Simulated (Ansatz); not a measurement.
One change: `[SiH3]CS[SiH3]` becomes `[SiH3]CSCS`.

Ansatz, PBE0-D4/def2-TZVP geometries, multiplicity 1. Each molecule was computed in one conformer, which needn't be the lowest.

| property | `[SiH3]CS[SiH3]` |
| --- | --- |
| ideal-gas entropy at 298 K and 1 bar (rigid rotor, harmonic PBE0-D4/def2-TZVP) / J/(mol·K) | 365 |
| HOMO–LUMO gap (PBE0/def2-TZVPP) / eV | 6.73 |
| size of the dipole moment (ωB97M-V/def2-TZVPP) / D | 1.16 |
| HOMO energy (PBE0/def2-TZVPP) / eV | -6.89 |
| HOMO–LUMO gap (PBE/def2-TZVPP) / eV | 4.69 |
| HOMO–LUMO gap (ωB97M-V/def2-TZVPP) / eV | 10.60 |

(1) Give the same properties after the change, and the shifts. (An estimate is asked.)

Results:

(1) The calculation gave: 
```tsv
property	`[SiH3]CSCS`	shift
ideal-gas entropy at 298 K and 1 bar (rigid rotor, harmonic PBE0-D4/def2-TZVP) / J/(mol·K)	383	18
HOMO–LUMO gap (PBE0/def2-TZVPP) / eV	6.66	-0.07
size of the dipole moment (ωB97M-V/def2-TZVPP) / D	1.77	0.61
HOMO energy (PBE0/def2-TZVPP) / eV	-6.50	0.39
HOMO–LUMO gap (PBE/def2-TZVPP) / eV	4.51	-0.18
HOMO–LUMO gap (ωB97M-V/def2-TZVPP) / eV	10.53	-0.07
```

With PBE0 the HOMO rises by 0.39 eV and the LUMO rises by 0.32 eV, so the gap narrows by about 0.07 eV. PBE moves the HOMO by 0.42 eV and ωB97M-V by 0.34 eV. The zero-point energy changes by 31.3 kJ/mol with +3 modes. Dipoles are sizes alone; their direction can turn. Modes under 60 cm⁻¹, often nearly free rotors, make the harmonic entropy too high.

Positive LUMOs are unbound, so they and the gaps depend on the basis.
